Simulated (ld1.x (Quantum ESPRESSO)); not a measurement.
## Configuration tests for S (TM)

S (Z = 16), norm-conserving Troullier–Martins (Kleinman–Bylander form), made with ld1.x (Quantum ESPRESSO) 7.5 (LDA (PZ), fully relativistic). Core [Ne], reference 3s1 3p5. Waves: 3p (bound): rc 1.65 bohr; 3d channel at -0.1 Ry: rc 1.45 bohr; 3s (bound): rc 1.30 bohr. Local part: the s channel. Core correction: none.

Open shells are filled in proportion to 2j + 1 (rel_dist='average').

Energies are relative to the spin-unpolarised reference configuration 3s1 3p5; without spin polarisation the order of configurations can differ from experiment.

| valence configuration | charge | ΔE all-electron (eV) | error AE − PS (meV) |
| --- | --- | --- | --- |
| 3s2 3p4 | 0 | -10.239 | +2.4 |
| 3s2 3p3 | +1 | 1.624 | +3.6 |
| 3s2 3p2 | +2 | 23.997 | +28 |
| 3s2 3p0 | +4 | 105.138 | +346 |
| 3s2 3p3.5 | +0.5 | -5.531 | +1.7 |
| 3s1 3p4 | +1 | 12.421 | +5.0 |

**Question.** What are ΔE and the potential's error for 3s0 3p6?

**Answer.** ΔE = 10.367 eV all-electron; the error (AE − PS) is +2.4 meV.

Levels in the configuration 3s2 3p0:

| level | all-electron (eV) | pseudo (eV) |
| --- | --- | --- |
| 3s j=1/2 | -66.057 | -65.697 |
